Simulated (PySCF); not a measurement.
PySCF 2.14 output of an unrestricted LDA calculation on a single atom or ion in aug-cc-pVTZ-DK (8s7p5d3f2g, 93 functions), with the spin-free X2C one-electron Hamiltonian (Gaussian nucleus):

```
SCF conv_tol = 1e-09
number electrons alpha = 14  beta = 11
    P. A. M. Dirac.,  Math. Proc. Cambridge Philos. Soc. 26, 376 (1930)
    F. Bloch.,  Z. Phys. 57, 545 (1929)
    S. H. Vosko, L. Wilk, and M. Nusair.,  Can. J. Phys. 58, 1200 (1980)
cycle= 1 E= -1155.94760563185  delta_E= -0.0505  |g|= 0.0482  |ddm|= 1.97
cycle= 2 E= -1155.93520981206  delta_E= 0.0124  |g|= 0.227  |ddm|= 0.234
cycle= 3 E= -1155.95025930282  delta_E= -0.015  |g|= 0.0198  |ddm|= 0.215
cycle= 4 E= -1155.95051232237  delta_E= -0.000253  |g|= 0.00762  |ddm|= 0.0417
cycle= 5 E= -1155.9505313918  delta_E= -1.91e-05  |g|= 0.00217  |ddm|= 0.0091
cycle= 6 E= -1155.95053289257  delta_E= -1.5e-06  |g|= 0.000214  |ddm|= 0.00129
cycle= 7 E= -1155.95053290964  delta_E= -1.71e-08  |g|= 1.54e-05  |ddm|= 0.00022
cycle= 8 E= -1155.95053290973  delta_E= -9.32e-11  |g|= 2.4e-06  |ddm|= 2.49e-05
converged SCF energy = -1155.95053290973  <S^2> = 3.8024902  2S+1 = 4.0261595
```

The run itself started from symmetry-adapted Hartree-Fock orbitals and held the occupation by maximum overlap, on a logarithmic radial grid, so the iterations belong to that start.

**Question.** Which element, charge and spin multiplicity is this?

**Answer.** Mn (manganese, neutral), multiplicity 4; the state was [Ar] 3d7, high-spin 4F determinant (an excited configuration).
